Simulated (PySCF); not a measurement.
Species: C₂H₁₃GaN₂Si₂.
Structure used (PBE0-D3(BJ)/def2-SVP), in Å, numbered top down from 1:
```
atom  x, y, z in Å
C1     3.313    0.085    0.755
C2     1.988    0.196    0.920
Ga3    0.721   -0.116   -0.551
N4     0.067    1.874   -0.993
N5    -1.024   -0.713   -0.033
Si6   -2.032   -1.366   -1.278
Si7   -1.483   -0.518    1.621
H8     3.755   -0.194   -0.210
H9     4.029    0.253    1.570
H10    1.637    0.466    1.927
H11    1.192   -0.617   -1.966
H12    0.812    2.521   -1.251
H13   -0.405    2.245   -0.168
H14   -0.616    1.851   -1.751
H15   -2.135   -0.406   -2.435
H16   -1.523   -2.653   -1.851
H17   -3.421   -1.598   -0.768
H18   -2.934   -0.830    1.815
H19   -0.691   -1.362    2.573
H20   -1.268    0.908    2.065
```

Computed with PBE0-D3(BJ)/def2-SVP geometry optimisation, gas phase (PySCF 2.14.0).

Q: Which atoms are bound to Ga3, and at what distances?

A: 4 atoms: H11 1.574 Å, N5 1.915 Å, C2 1.966 Å, N4 2.141 Å. The nearest atom not counted as bound is H13, at 2.64 Å.

Q: List the angles at Ga3.

A: 
| angle | degrees | distance of the outer atoms (Å) |
| --- | --- | --- |
| C2–Ga3–H11 | 122.0 | 3.10 |
| C2–Ga3–N5 | 115.8 | 3.29 |
| N5–Ga3–H11 | 114.6 | 2.94 |
| C2–Ga3–N4 | 101.8 | 3.19 |
| N4–Ga3–H11 | 101.6 | 2.90 |
| N4–Ga3–N5 | 93.9 | 2.97 |

Q: Describe the arrangement about Ga3 in numbers.

A: Angles from 93.9° to 122.0°; τ4 = (360° − α − β)/141° = 0.87 with α and β the two widest (0 for a square, 1 for a tetrahedron). The Ga–N distances aren't all alike: 1.915 to 2.141 Å.

Q: What are the other bond lengths?

A: C1=C2 1.340 Å; N5–Si6, N5–Si7 1.729 Å; C1–H8 1.098 Å; C1–H9 1.098 Å; C2–H10 1.100 Å; N4–H12, N4–H13, N4–H14 1.020 Å; Si6–H15, Si7–H20 1.508 Å; Si6–H16 and 3 like bonds 1.498 Å.

Q: Give some angles away from the centre.

A: C1–C2–Ga3 122.1°, Ga3–N5–Si6 117.0°, Si6–N5–Si7 125.2°.

Q: What are the rotational constants (commonest isotopes, rigid rotor)?

A: A = 1693, B = 824.5, C = 699.3 MHz: an asymmetric top.

Point group: C1 (no symmetry element, even within 0.4 Å). Charge 0, singlet. Stationary, but not proved a minimum.

One conformer stands for the species.
